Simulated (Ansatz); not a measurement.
A run for Ansatz (a program for electronic structure): U-r2SCAN/cc-pV(T+d)Z on CH6AlN (SMILES C[NH][AlH2]), a point of a bond scan (R = 3.155 Å). Files ending in .json are basis or fitting sets from the Basis Set Exchange.

Ansatz 0.2 input:
```yaml
crystal:
  periodic: [false, false, false]
  atoms:
    - {symbol: Al, position_ang: [-0.09554821, 0.21230625, 1.21055513]}
    - {symbol: H, position_ang: [-2.46401539, 1.25417909, 3.01631059]}
    - {symbol: H, position_ang: [1.33950148, -0.17605091, 1.73948491]}
    - {symbol: N, position_ang: [-0.40101281, 0.05181869, -0.52668088]}
    - {symbol: C, position_ang: [0.50358135, -0.39974265, -1.57473334]}
    - {symbol: H, position_ang: [-1.31058521, 0.29300099, -0.89512944]}
    - {symbol: H, position_ang: [0.67412933, 0.37093819, -2.33410790]}
    - {symbol: H, position_ang: [0.13147088, -1.29475018, -2.08481235]}
    - {symbol: H, position_ang: [1.47299368, -0.65063692, -1.14091851]}
basis:
  gaussian:
    orbitals: cc-pV_T+d_Z.json
hamiltonian:
  xc: {name: r2SCAN}
magnetization: {spin_polarized: true, initial_magnetization: 0}
```

Program output:

```
WARN ansatz: RAYON_NUM_THREADS=1 ignored (pool sized by the plan → 1); use --threads N
Functional definition: r2SCAN
integrals: 0.08 GiB planned
985 factors; their error is unknown
mean field: 0.84 GiB planned
mean field evaluation 1: about -9206.4299 eV, gradient 4.9e1 eV
mean field evaluation 2: about -9154.8739 eV, gradient 9.7e1 eV
mean field evaluation 4: about -9217.3218 eV, gradient 7.7e0 eV
mean field evaluation 8: about -9217.6012 eV, gradient 1.5e-1 eV
mean field evaluation 16: about -9217.5864 eV, gradient 3.7e-4 eV
mean field evaluation 32: about -9131.8220 eV, gradient 1.1e2 eV
mean field -9217.89055555 eV, -338.7512298057 hartree, gradient 2.1e-5 eV, S^2 0.640789; 3 other end points of the search recorded, 0 dependent functions left out
reference -9217.89057446 eV, -338.7512305007 hartree; 16, 16 occupied and 167, 167 virtual orbitals, 985 factors
Total energy: -9217.89057446 eV, -338.7512305007 hartree
```

The run converged. Its determinant has ⟨S²⟩ = 0.64, a mixture of spin states.

Cost: about 23 core-seconds (a rough figure).
